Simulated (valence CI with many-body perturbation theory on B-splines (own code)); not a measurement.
Ti XVI: electric-dipole lines

Level of theory: relativistic CI+MBPT: five valence electrons over a frozen Dirac-Fock core [He], radial functions for each j: 11 s, 11 p, 10 d, 8 f, 5 g, 2 h, with the one-electron correlation potential Σ1 (screened to all orders), the two-electron term Σ2, the three-electron term Σ3, Breit, model QED; selected single and double excitations, second order for the rest, scaled by the run's own slope (own B-spline code, finite nucleus).

No measured spectrum was set against this ion. As an estimate, levels of excited configurations hold to 0.05 to 0.15 % of their energy, terms of the ground configuration to about 0.5 %. Among the levels kept, up to 5400 cm⁻¹ of a level comes from second order outside the variational space, and about a tenth of that is noise between levels of different J, which matters for small intervals.

Lines 151 to 200 of 576 in falling wavelength, among levels below 745.16 eV, chosen from the strongest by gf and those to the six lowest levels. Wavelengths and rates use the calculated energies, so an error of 500 cm⁻¹ moves a line at 46.39 nm by 0.23 % and its rate by three times that or more. Electric multipoles are in the length gauge with retardation, E1 and E2 with the static RPA response of the core. Weak lines are less certain than strong ones. Lines between different terms over intervals too small for the method are left out, as are lines whose strength nearly cancels. Where a level lies close to another of its J and parity, the split of strength between their lines is uncertain. The highest levels of a list are the least certain.

Names give the largest LS component (configuration and term), which can be under half, so a name can repeat, a term be missing and a line seem to break the LS rules; names also repeat where a configuration has a term twice. Letters in brackets count levels of one name in rising energy.

```
λ vac (nm)                 Upper                 Lower   A (s⁻¹)  log gf  Branch %
     46.39   2s2p³3d ⁴D°_7/2 [c]    2s2p³3p ⁴D_7/2 [b]  8.85e+08   -0.64       0.0
     46.37   2s2p³3d ⁴D°_1/2 [a]    2s2p³3p ⁴P_1/2 [a]  2.48e+09   -0.80       0.1
     46.35   2s2p³3d ⁴D°_5/2 [b]        2s2p³3p ⁴F_5/2  5.99e+08   -0.94       0.0
     46.13   2s2p³3d ⁴D°_5/2 [a]    2s2p³3p ⁴P_3/2 [a]  2.12e+09   -0.39       0.1
     45.99   2s2p³3d ⁴D°_3/2 [a]    2s2p³3p ⁴P_3/2 [a]  1.62e+09   -0.69       0.0
     45.84   2s2p³3d ⁴D°_5/2 [a]    2s2p³3p ⁴P_5/2 [a]  8.43e+08   -0.80       0.0
     45.47   2s2p³3d ⁴D°_7/2 [a]    2s2p³3p ⁴P_5/2 [a]  2.91e+09   -0.14       0.1
     45.10   2s2p³3d ²D°_5/2 [b]    2s2p³3p ²P_3/2 [b]  1.79e+09   -0.48       0.0
     44.94   2s2p³3d ⁴D°_5/2 [c]    2s2p³3p ⁴D_5/2 [b]  5.93e+08   -0.97       0.0
     44.89  2s²2p²3p ²P°_1/2 [b]       2s²2p²3s ²D_3/2  2.21e+09   -0.87       2.9
     44.66   2s2p³3d ⁴D°_7/2 [b]    2s2p³3p ⁴D_7/2 [a]  8.41e+08   -0.70       0.0
     44.57    2s2p³3p ²P_1/2 [e]   2s2p³3s ²P°_1/2 [b]  3.19e+09   -0.72       0.6
     44.52   2s²2p²3d ²D_3/2 [a]  2s²2p²3p ²P°_1/2 [a]  1.32e+09   -0.81       0.0
     44.47   2s²2p²3d ²D_5/2 [c]  2s²2p²3p ²D°_3/2 [b]  5.58e+08   -1.00       0.0
     43.96   2s²2p²3d ²P_3/2 [a]  2s²2p²3p ⁴D°_1/2 [b]  1.12e+09   -0.89       0.1
     43.55   2s2p³3d ⁴D°_5/2 [b]    2s2p³3p ⁴D_5/2 [a]  6.14e+08   -0.98       0.0
     43.41   2s²2p²3d ²F_7/2 [b]      2s²2p²3p ²F°_7/2  7.30e+08   -0.78       0.0
     43.18    2s2p³3p ⁴P_3/2 [b]       2s2p³3s ⁴D°_5/2  2.28e+09   -0.59       1.2
     43.13    2s2p³3p ⁴P_3/2 [b]       2s2p³3s ⁴D°_3/2  1.32e+09   -0.83       0.7
     43.12       2s²2p²3d ⁴P_5/2      2s²2p²3p ⁴P°_5/2  1.46e+09   -0.61       0.0
     43.02   2s2p³3d ⁴D°_3/2 [b]    2s2p³3p ⁴D_3/2 [a]  8.41e+08   -1.03       0.0
     42.64   2s²2p²3d ²D_5/2 [a]  2s²2p²3p ²P°_3/2 [a]  2.30e+09   -0.43       0.0
     42.61    2s2p³3p ⁴P_5/2 [b]       2s2p³3s ⁴D°_7/2  3.33e+09   -0.26       1.2
     42.58    2s2p³3p ²P_3/2 [e]       2s2p³3s ²S°_1/2  2.11e+09   -0.64       0.3
     42.42    2s2p³3p ²P_1/2 [d]       2s2p³3s ²S°_1/2  1.71e+09   -1.04       0.3
     42.18    2s2p³3p ⁴P_1/2 [b]       2s2p³3s ⁴D°_1/2  2.45e+09   -0.88       4.5
     41.97    2s2p³3p ⁴P_1/2 [b]       2s2p³3s ⁴D°_3/2  2.29e+09   -0.92       4.2
     41.50    2s2p³3p ⁴P_5/2 [b]       2s2p³3s ⁴D°_5/2  8.80e+08   -0.87       0.3
     41.03   2s2p³3d ²P°_3/2 [a]    2s2p³3p ²P_3/2 [a]  1.28e+09   -0.89       0.0
     40.93    2s2p³3p ²P_1/2 [d]   2s2p³3s ²D°_3/2 [b]  2.91e+09   -0.84       0.5
     40.75    2s2p³3p ²P_3/2 [e]   2s2p³3s ²D°_5/2 [b]  1.38e+09   -0.86       0.2
     40.65   2s2p³3d ²P°_1/2 [a]    2s2p³3p ²P_1/2 [a]  1.96e+09   -1.01       0.0
     40.30   2s2p³3d ²D°_5/2 [a]    2s2p³3p ²P_3/2 [a]  1.04e+09   -0.82       0.0
     39.88  2s²2p²3p ²P°_3/2 [b]       2s²2p²3s ²D_3/2  2.71e+09   -0.59       2.2
     39.31  2s²2p²3p ²P°_3/2 [b]       2s²2p²3s ²D_5/2  1.80e+09   -0.78       1.4
     39.23   2s²2p²3d ²D_5/2 [c]      2s²2p²3p ²F°_5/2  9.50e+08   -0.88       0.0
     38.23   2s2p³3d ²F°_7/2 [a]    2s2p³3p ²F_7/2 [a]  1.54e+09   -0.57       0.0
     37.87   2s2p³3d ²F°_5/2 [a]    2s2p³3p ²F_5/2 [a]  9.72e+08   -0.90       0.0
     37.66   2s2p³3d ²P°_3/2 [b]    2s2p³3p ²P_3/2 [b]  1.30e+09   -0.96       0.0
     37.58   2s2p³3d ²D°_3/2 [a]    2s2p³3p ²P_1/2 [a]  1.61e+09   -0.86       0.0
     36.17  2s²2p²3p ²D°_5/2 [b]       2s²2p²3s ²P_3/2  2.07e+09   -0.61       7.0
     35.47    2s2p³3p ²P_3/2 [g]       2s2p³3s ²S°_1/2  1.48e+09   -0.95       0.2
     33.69  2s²2p²3p ²D°_3/2 [b]       2s²2p²3s ²P_1/2  2.04e+09   -0.86       4.2
     31.68    2s2p³3p ⁴P_5/2 [a]      2s²2p²3p ⁴S°_3/2  1.42e+09   -0.89       0.1
     31.54    2s2p³3p ⁴P_3/2 [a]      2s²2p²3p ⁴S°_3/2  1.52e+09   -1.04       0.1
     24.79    2s2p³3p ⁴P_5/2 [b]   2s2p³3s ⁴S°_3/2 [a]  2.27e+09   -0.90       0.8
     23.85    2s2p³3p ²D_5/2 [c]   2s2p³3s ²D°_5/2 [a]  2.89e+09   -0.83       1.0
     23.77    2s2p³3p ²D_3/2 [c]   2s2p³3s ²D°_3/2 [a]  3.04e+09   -0.99       0.7
     22.97    2s2p³3p ²F_7/2 [a]  2s²2p²3p ²D°_5/2 [b]  2.97e+09   -0.73       0.2
     22.63    2s2p³3p ²F_5/2 [a]  2s²2p²3p ²D°_3/2 [b]  2.49e+09   -0.94       0.1
```

Q: How does gf follow from A for the line at 41.97 nm?

A: gf = 1.4992 × (2J+1)_upper × A / σ², with σ = 238255 cm⁻¹ and 2J+1 = 2: gf = 0.121.
